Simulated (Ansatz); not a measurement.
Cartesian coordinates in Å:
```
C 3.190 -0.737 -1.490
N 2.154 -0.497 -1.006
C 0.933 -0.215 -0.436
C -0.149 -1.054 -0.680
C -1.373 -0.765 -0.104
C -1.518 0.350 0.709
C -0.433 1.181 0.947
C 0.797 0.905 0.377
H -0.016 -1.920 -1.317
H -2.218 -1.416 -0.291
H -2.479 0.572 1.158
H -0.544 2.053 1.581
H 1.655 1.542 0.552
```

Total charge 0; spin multiplicity 1.

List the ωB97M-V/def2-TZVPP orbital energies in eV (the Gaussian-basis code of Ansatz). (An estimate is asked.)

Computed: Occupied: -395.84, -283.66, -282.66, -282.25, -282.25, -282.17, -282.17, -282.12, -30.02, -27.41, -24.81, -24.43, -21.61, -20.47, -18.91, -17.04, -16.31, -15.43, -14.98, -14.91, -13.23, -13.23, -12.98, -12.20, -11.42, -10.09, -9.62. Lowest empty: 0.67, 1.22, 2.69, 2.85, 3.55, 3.61, 3.68, 4.20.
